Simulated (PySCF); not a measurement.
Gas-phase reaction: ZnF2 + 2 OH → Zn(OH)2 + F2

Method: PySCF energies plus ideal-gas RRHO corrections (1 bar). † marks an energy on the PBE0/def2-TZVP geometry and frequencies; other levels use their own. MP2 and CCSD(T) freeze the core. 6-31G* has spherical d functions here. Open shells (unrestricted): OH (multiplicity 2, electronic degeneracy 4); the rest are closed-shell singlets. Spin-orbit splitting is ignored; it lowers the true energy and changes the entropy of OH. Zn: all electrons, no relativistic terms. No R ln 2 is added for the mirror-image form of Zn(OH)2. Zn(OH)2: computed as isolated molecules; such fragments, hydroxides, amides, oligomers or adducts are transient or little studied in the gas. MP2 isn't extrapolated to the basis-set limit; its ΔH°(298 K) is 59.3 kJ in def2-SVP and 19.3 kJ in def2-TZVPP. CCSD(T) isn't extrapolated to the basis-set limit; its ΔH°(298 K) is 77.9 kJ in def2-SVP and 47.4 kJ in def2-TZVPP. The harmonic model lacks anharmonicity and excited electronic states, which grow with temperature; levels with a mode under 35 cm⁻¹ are left out.

| level | ΔE electronic, kJ | ΔH°(298 K), kJ | ΔS°(298 K), J/K | ΔG°(2000 K), kJ |
|---|---|---|---|---|
| CCSD(T)/def2-SVP† | 64 | 78 | -133 | 346 |
| HF/6-31G* | 304 | 318 | -133 | 586 |
| HF/def2-TZVP† | 308 | 322 | -133 | 590 |
| M06-2X/def2-TZVP† | 39 | 52 | -133 | 320 |
| MP2/def2-SVP† | 46 | 59 | -133 | 327 |
| PBE/def2-SVP | -42 | -29 | -133 | 237 |
| LDA/def2-TZVP† | -125 | -111 | -133 | 157 |
| ωB97X-V/def2-TZVP† | 33 | 46 | -133 | 314 |
ΔH° is lowest at LDA/def2-TZVP† and highest at HF/def2-TZVP†. No reference value is set beside these.
